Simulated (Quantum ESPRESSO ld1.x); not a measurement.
Results of a calculation; reference values are marked as such.
Hf III, configuration [Kr] 4d10 4f14 5s1 5p6 5d2 6p1 (not the ground configuration). Code: ld1.x of Quantum ESPRESSO 7.5. Model: scalar-relativistic Kohn-Sham, rPW86 exchange with PBE correlation, spin-unpolarised, spherical densities, point nucleus.

Unscreened Slater integrals over Kohn-Sham orbitals (hartree).

\begin{tabular}{lr}
integral & value \\ \hline
F0(6p,6p) & 0.25712 \\
F2(6p,6p) & 0.14123 \\
F0(6p,5d) & 0.30683 \\
F2(6p,5d) & 0.11419 \\
G1(6p,5d) & 0.062902 \\
G3(6p,5d) & 0.049698 \\
F0(6p,4f) & 0.33980 \\
F2(6p,4f) & 0.041421 \\
G2(6p,4f) & 0.011011 \\
G4(6p,4f) & 0.0099695 \\
F0(6p,5p) & 0.32333 \\
F2(6p,5p) & 0.080010 \\
G0(6p,5p) & 0.015725 \\
G2(6p,5p) & 0.021340 \\
F0(6p,5s) & 0.32827 \\
G1(6p,5s) & 0.025932 \\
F0(5d,5d) & 0.46597 \\
F2(5d,5d) & 0.24139 \\
F4(5d,5d) & 0.15868 \\
F0(5d,4f) & 0.60157 \\
F2(5d,4f) & 0.14013 \\
F4(5d,4f) & 0.066546 \\
G1(5d,4f) & 0.060179 \\
G3(5d,4f) & 0.049893 \\
G5(5d,4f) & 0.038252 \\
F0(5d,5p) & 0.54311 \\
F2(5d,5p) & 0.25963 \\
G1(5d,5p) & 0.30351 \\
G3(5d,5p) & 0.18676 \\
F0(5d,5s) & 0.56413 \\
G2(5d,5s) & 0.18890 \\
F0(4f,4f) & 1.3924 \\
F2(4f,4f) & 0.66256 \\
F4(4f,4f) & 0.41586 \\
F6(4f,4f) & 0.29923 \\
F0(4f,5p) & 0.83369 \\
F2(4f,5p) & 0.27339 \\
G2(4f,5p) & 0.13107 \\
G4(4f,5p) & 0.10317 \\
F0(4f,5s) & 0.94231 \\
G3(4f,5s) & 0.16069 \\
F0(5p,5p) & 0.68654 \\
F2(5p,5p) & 0.37035 \\
F0(5p,5s) & 0.73572 \\
G1(5p,5s) & 0.49034 \\
F0(5s,5s) & 0.80056 \\
\end{tabular}

Derived for the open shells (J is the average intra-shell exchange parameter used in DFT+U). 5d: Racah B = F2/49 - 5 F4/441 = 0.003127 hartree, C = 35 F4/441 = 0.01259 hartree, C/B = 4.03, F4/F2 = 0.657, J = (F2 + F4)/14 = 0.02858 hartree. 6p: J = F2/5 = 0.02825 hartree.
